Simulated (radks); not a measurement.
The numbers below are computed, except where a source is named.
Spherical jellium clusters: N electrons in a uniform positive sphere of charge N and radius rs N^(1/3), rs = 5.74 bohr. Level of theory: non-relativistic Kohn-Sham, LDA (Slater exchange, Perdew-Wang correlation), spin-polarised, spherical densities (a radial shooting solver with Libxc functionals). Levels are named by radial order and angular momentum (1s, 1p, 1d, 2s, ...), and open shells are averaged over m.

N = 30, configuration 1s2 1p6 1d10 2s2 1f(up 7, down 3). This is the lowest configuration that the search found. Occupied and some empty levels:

| level | occupation | eigenvalue (eV) | <r> (bohr) |
|---|---|---|---|
| 1s up | 1 | -3.4713 | 10.80 |
| 1s down | 1 | -3.3990 | 10.24 |
| 1p up | 3 | -3.1708 | 12.72 |
| 1p down | 3 | -3.0650 | 12.50 |
| 1d up | 5 | -2.7874 | 13.84 |
| 1d down | 5 | -2.6675 | 13.78 |
| 2s up | 1 | -2.5948 | 10.32 |
| 2s down | 1 | -2.5422 | 10.70 |
| 1f up | 7 | -2.3216 | 14.68 |
| 1f down | 3 | -2.1970 | 14.70 |
| 2p up | 0 | -1.9524 | 11.74 |
| 2p down | 0 | -1.9021 | 11.83 |
| 1g up | 0 | -1.7810 | 15.41 |
| 1g down | 0 | -1.6575 | 15.48 |
| 2d up | 0 | -1.2991 | 13.56 |
| 2d down | 0 | -1.2408 | 13.59 |

Energy (eV): total -53.8280, kinetic 27.625, external -1644.5, Hartree 821.47, exchange-correlation -82.290, background 823.87.
